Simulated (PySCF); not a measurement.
CuI, charge -1, doublet, at a GFN2-xTB geometry (such geometries of metal compounds can be far from the true shape) (the multiplicity is a formal guess) (all electrons, no relativity), with bond 2-1 at 1.3 times its length; TPSS/STO-3G run with PySCF.

PySCF was given this input:
```python
from pyscf import gto, scf, dft

mol = gto.Mole()
mol.atom = '''
    Cu   -0.000000   -0.000000   -1.648459
    I     0.000000    0.000000    1.667120
'''
mol.basis = 'sto-3g'
mol.charge = -1
mol.spin = 1
mol.verbose = 4
mol.build()

mf = dft.UKS(mol)
mf.xc = 'tpss'
mf.diis = False
mf.damp = 0.6
mf.diis_start_cycle = 200
mf.max_cycle = 150
mf.kernel()
mf.analyze()
```

What the program printed (banner, timings and long lists left out):

```
PySCF version 2.14.0

[INPUT] verbose = 4
[INPUT] num. atoms = 2
[INPUT] num. electrons = 83
[INPUT] charge = -1
[INPUT] spin (= nelec alpha-beta = 2S) = 1
[INPUT] symmetry False subgroup None
[INPUT] Mole.unit = angstrom
[INPUT] Symbol           X                Y                Z      unit          X                Y                Z       unit  Magmom
[...]
nuclear repulsion = 245.310207714562
number of shells = 19
number of NR pGTOs = 135
number of NR cGTOs = 45
basis = sto-3g
ecp = {}

******** <class 'pyscf.dft.uks.UKS'> ********
method = UKS
initial guess = minao
damping factor = 0.6
level_shift factor = 0
DIIS disabled
SCF conv_tol = 1e-09
SCF conv_tol_grad = None
SCF max_cycles = 150
direct_scf = True
direct_scf_tol = 1e-13
number electrons alpha = 42  beta = 41
XC library pyscf.dft.libxc version 7.1.2
    S. Lehtola, C. Steigemann, M. J. T. Oliveira, and M. A. L. Marques,  SoftwareX 7, 1–5 (2018)
XC functionals = tpss
    J. Tao, J. P. Perdew, V. N. Staroverov, and G. E. Scuseria,  Phys. Rev. Lett. 91, 146401 (2003)
    J. P. Perdew, J. Tao, V. N. Staroverov, and G. E. Scuseria,  J. Chem. Phys. 120, 6898 (2004)
    J. Tao, J. P. Perdew, V. N. Staroverov, and G. E. Scuseria,  Phys. Rev. Lett. 91, 146401 (2003)
    J. P. Perdew, J. Tao, V. N. Staroverov, and G. E. Scuseria,  J. Chem. Phys. 120, 6898 (2004)
radial grids:
    Treutler-Ahlrichs [JCP 102, 346 (1995); DOI:10.1063/1.469408] (M4) radial grids

becke partition: Becke, JCP 88, 2547 (1988); DOI:10.1063/1.454033
pruning grids: <function nwchem_prune>
grids dens level: 3
symmetrized grids: False
atomic radii adjust function: <function treutler_atomic_radii_adjust>
small_rho_cutoff = 0
Set gradient conv threshold to 3.16228e-05
tot grids = 42600
init E= -8450.15324671297

cycle= 1 E= -8466.62378512088  delta_E= -16.5  |g|= 0.0944  |ddm|= 3.88

cycle= 2 E= -8467.65040932281  delta_E= -1.03  |g|= 1.65  |ddm|= 4.32

cycle= 3 E= -8466.59035368516  delta_E= 1.06  |g|= 0.285  |ddm|= 4.32
cycle= 4 E= -8471.9325900641  delta_E= -5.34  |g|= 0.635  |ddm|= 4.11

cycle= 5 E= -8473.74866026492  delta_E= -1.82  |g|= 0.179  |ddm|= 2.63

cycle= 6 E= -8471.70263601937  delta_E= 2.05  |g|= 0.619  |ddm|= 2.69
cycle= 7 E= -8466.58948809829  delta_E= 5.11  |g|= 0.29  |ddm|= 4.19
cycle= 8 E= -8467.49622911399  delta_E= -0.907  |g|= 1.66  |ddm|= 4.35
cycle= 9 E= -8466.61590637064  delta_E= 0.88  |g|= 0.157  |ddm|= 4.35
cycle= 10 E= -8471.92997113512  delta_E= -5.31  |g|= 0.637  |ddm|= 4.11
cycle= 11 E= -8473.741879871  delta_E= -1.81  |g|= 0.248  |ddm|= 2.63

cycle= 12 E= -8471.69096770651  delta_E= 2.05  |g|= 0.624  |ddm|=  2.7
cycle= 13 E= -8466.59861530793  delta_E= 5.09  |g|= 0.271  |ddm|=  4.2
cycle= 14 E= -8467.52867496433  delta_E= -0.93  |g|= 1.62  |ddm|= 4.35
cycle= 15 E= -8466.63794918017  delta_E= 0.891  |g|= 0.216  |ddm|= 4.35
cycle= 16 E= -8471.93052738263  delta_E= -5.29  |g|= 0.638  |ddm|= 4.11
cycle= 17 E= -8473.80266780117  delta_E= -1.87  |g|= 0.237  |ddm|= 2.63
cycle= 18 E= -8471.70530028717  delta_E=  2.1  |g|= 0.619  |ddm|= 2.69
cycle= 19 E= -8466.64943398387  delta_E= 5.06  |g|= 0.262  |ddm|= 4.19
cycle= 20 E= -8467.52586733974  delta_E= -0.876  |g|= 1.66  |ddm|= 4.35
cycle= 21 E= -8466.67041457593  delta_E= 0.855  |g|= 0.242  |ddm|= 4.35
cycle= 22 E= -8471.92916754759  delta_E= -5.26  |g|= 0.637  |ddm|= 4.11
cycle= 23 E= -8473.83470507533  delta_E= -1.91  |g|= 0.249  |ddm|= 2.63

cycle= 24 E= -8471.69369026964  delta_E= 2.14  |g|= 0.624  |ddm|=  2.7
cycle= 25 E= -8466.69819349153  delta_E=    5  |g|= 0.239  |ddm|= 4.19
cycle= 26 E= -8467.52622840196  delta_E= -0.828  |g|= 1.62  |ddm|= 4.35
cycle= 27 E= -8466.81086113977  delta_E= 0.715  |g|= 0.11  |ddm|= 4.35
cycle= 28 E= -8471.93008033883  delta_E= -5.12  |g|= 0.637  |ddm|= 4.11
cycle= 29 E= -8473.92778407  delta_E=   -2  |g|= 0.207  |ddm|= 2.63

cycle= 30 E= -8471.69664936007  delta_E= 2.23  |g|= 0.625  |ddm|= 2.69
cycle= 31 E= -8466.76186339157  delta_E= 4.93  |g|= 0.184  |ddm|= 4.19
[...]
cycle= 137 E= -8473.89494327776  delta_E= -1.96  |g|= 0.203  |ddm|= 2.63
cycle= 138 E= -8471.69958443729  delta_E=  2.2  |g|= 0.621  |ddm|= 2.69
cycle= 139 E= -8466.77073205053  delta_E= 4.93  |g|= 0.153  |ddm|= 4.19
cycle= 140 E= -8467.51806308341  delta_E= -0.747  |g|= 1.64  |ddm|= 4.35
cycle= 141 E= -8466.79538372165  delta_E= 0.723  |g|= 0.128  |ddm|= 4.35
cycle= 142 E= -8471.93002324686  delta_E= -5.13  |g|= 0.637  |ddm|= 4.11
cycle= 143 E= -8473.89455158252  delta_E= -1.96  |g|= 0.204  |ddm|= 2.63
cycle= 144 E= -8471.69959820433  delta_E= 2.19  |g|= 0.621  |ddm|= 2.69
cycle= 145 E= -8466.77057592573  delta_E= 4.93  |g|= 0.153  |ddm|= 4.19
cycle= 146 E= -8467.51811120244  delta_E= -0.748  |g|= 1.64  |ddm|= 4.35
cycle= 147 E= -8466.79501394155  delta_E= 0.723  |g|= 0.128  |ddm|= 4.35
cycle= 148 E= -8471.93002267535  delta_E= -5.14  |g|= 0.637  |ddm|= 4.11
cycle= 149 E= -8473.89422593205  delta_E= -1.96  |g|= 0.204  |ddm|= 2.63
cycle= 150 E= -8471.69960953779  delta_E= 2.19  |g|= 0.621  |ddm|= 2.69
SCF not converged.
SCF energy = -8471.69960953779 after 150 cycles  <S^2> = 0.75070272  2S+1 = 2.0007026
**** SCF Summaries ****
Total Energy =                       -8471.699609537794458
Nuclear Repulsion Energy =             245.310207714562068
One-electron Energy =               -12249.672532213968225
Two-electron Energy =                 3532.662714961612892
Two-electron Coulomb Energy =         3778.676055090662885
DFT Exchange-Correlation Energy =     -246.013340129049823
**** MO energy ****
                             alpha | beta                alpha | beta
[...]
To work with the spin densities directly, `use mulliken_meta_spin()` only printing them here.

 ** Mulliken spin pop alpha/beta on meta-lowdin orthogonal AOs **
 ** Mulliken Spin Density (per AO)  **
spin_pop of  0 Cu 1s       -0.00000
spin_pop of  0 Cu 2s       -0.00000
spin_pop of  0 Cu 3s        0.00000
spin_pop of  0 Cu 4s       -0.00124
spin_pop of  0 Cu 2px      -0.00000
spin_pop of  0 Cu 2py      -0.00000
spin_pop of  0 Cu 2pz      -0.00000
spin_pop of  0 Cu 3px      -0.00002
spin_pop of  0 Cu 3py      -0.00001
spin_pop of  0 Cu 3pz       0.00000
spin_pop of  0 Cu 4px      -0.00102
spin_pop of  0 Cu 4py       0.02125
spin_pop of  0 Cu 4pz      -0.00024
spin_pop of  0 Cu 3dxy      0.00002
spin_pop of  0 Cu 3dyz      0.00056
spin_pop of  0 Cu 3dz^2    -0.00004
spin_pop of  0 Cu 3dxz      0.00000
spin_pop of  0 Cu 3dx2-y2   -0.00000
spin_pop of  1 I 1s        0.00000
spin_pop of  1 I 2s        0.00000
spin_pop of  1 I 3s        0.00000
spin_pop of  1 I 4s        0.00000
spin_pop of  1 I 5s        0.00021
spin_pop of  1 I 2px       0.00000
spin_pop of  1 I 2py       0.00000
spin_pop of  1 I 2pz       0.00000
spin_pop of  1 I 3px       0.00000
spin_pop of  1 I 3py       0.00002
spin_pop of  1 I 3pz       0.00000
spin_pop of  1 I 4px       0.00003
spin_pop of  1 I 4py       0.00057
spin_pop of  1 I 4pz      -0.00000
spin_pop of  1 I 5px       0.04213
spin_pop of  1 I 5py       0.93649
spin_pop of  1 I 5pz       0.00129
spin_pop of  1 I 3dxy      0.00000
spin_pop of  1 I 3dyz     -0.00000
spin_pop of  1 I 3dz^2    -0.00000
spin_pop of  1 I 3dxz      0.00000
spin_pop of  1 I 3dx2-y2   -0.00000
spin_pop of  1 I 4dxy      0.00000
spin_pop of  1 I 4dyz     -0.00000
spin_pop of  1 I 4dz^2    -0.00000
spin_pop of  1 I 4dxz      0.00000
spin_pop of  1 I 4dx2-y2   -0.00000
 ** Mulliken Spin Density (per atom)  **
spin density of  0 Cu =      0.01926
spin density of  1 I =      0.98074
 ** Mulliken pop alpha/beta on meta-lowdin orthogonal AOs **
 ** Mulliken pop       alpha | beta **
In total            42.00000 | 41.00000
 ** Mulliken atomic charges   ( Nelec_alpha | Nelec_beta ) **
charge of  0Cu =     -1.34731  (    15.18328     15.16402 )
charge of  1I =      0.34731  (    26.81672     25.83598 )

WARN: System has nonzero charge -1; the dipole moment is origin-dependent.
Location of origin: [0. 0. 0.]

Dipole moment(X, Y, Z, Debye):  0.00000, -0.00000, 16.87715
```

Convergence was not reached.
